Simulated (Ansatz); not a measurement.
# Match the barriers

Saddle point of SiH3F3, closed shell (SiHF₃ ([F][SiH]([F])[F]) + H₂ → SiH₂F₂ ([F][SiH2][F]) + HF; bonds formed: Si1–H7, F2–H6; bonds broken: Si1–F2, H6–H7), PBE0-D4/def2-TZVP structure:

```xyz
7
angstrom
Si -0.1652 0.3461 -0.1821
F 1.3571 -0.2920 0.7546
F -1.5113 0.2109 -1.0388
F -0.6511 1.1466 1.0874
H 0.7245 1.0065 -1.1356
H 0.5574 -1.1211 0.4783
H -0.3113 -1.2970 0.0362
```

Computed with Ansatz 0.2.0 (basis: def2-TZVPP, with def2-QZVPP for the basis limit); correlated methods freeze the cores. B3LYP uses VWN-RPA correlation. Extrapolation: Hartree–Fock as exp(−7.88 √X), correlation as X^−2.97. Four methods, as single points on the PBE0-D4 structures, gave these electronic barriers from the start structure: 52.68, 61.33, 63.59, 78.76 kcal/mol.

Problem. The methods were, in alphabetical order, B3LYP-D4, CCSD(T), HF, PBE-D4. Which gave which? (A judgement: the text doesn't fix the answer.)

Solution. Computed: PBE-D4 52.68; B3LYP-D4 61.33; CCSD(T) 63.59; HF 78.76 kcal/mol. For comparison, CCSD(T) at an estimated basis limit (MP2 extrapolated from triple and quadruple zeta, plus CCSD(T) − MP2 in triple zeta) gives 63.47 kcal/mol.

No T1 diagnostic of these runs exceeds 0.013.

Labels in which every atom is bracketed show which atoms are joined, not bond orders.

For scale, one of the runs: CCSD(T)/def2-TZVPP, 177 basis functions, launched by `ansatz run in.yaml --threads 2 --pin off --events-out ev --progress --plain --max-ram 4352MiB`. Time: 59 s of wall clock on 2 CPU threads; the host was shared. Peak host memory: 1.8 GiB.
